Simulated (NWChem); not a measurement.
System: SiH₃F; SMILES [SiH3]F

```xyz
5

Si     0.0000     0.0000    -0.4590
F      0.0000     0.0000     1.1655
H      0.9981     0.9981    -0.9329
H      0.3653    -1.3634    -0.9329
H     -1.3634     0.3653    -0.9329
```
Atoms are numbered in this order, from 1.

Computed with NWChem. Pople sets run with spherical d functions. STO-3G and 3-21G are far too small for this property and stand as cheap habits. Structure relaxed at the PBE0/def2-SVP level. B3LYP is NWChem's, with the RPA form of VWN correlation. Field at 589 nm.

| level | isotropic polarisability (bohr³) | anisotropy (bohr³) | relative time |
|---|---|---|---|
| B3LYP/STO-3G | 11.0 | 0.4 | 1 |
| B3LYP/6-31G* | 21.0 | 3.3 | 4 |
| B3LYP/def2-SVP | 23.6 | 4.6 | 4 |
| B3LYP/def2-SVPD | 29.7 | 2.4 | 9 |
| B3LYP/aug-cc-pVDZ | 30.1 | 2.5 | 20 |
| B3LYP/def2-TZVPD | 30.0 | 2.7 | 40 |

The last column is a rough cost ratio, cheapest run = 1.
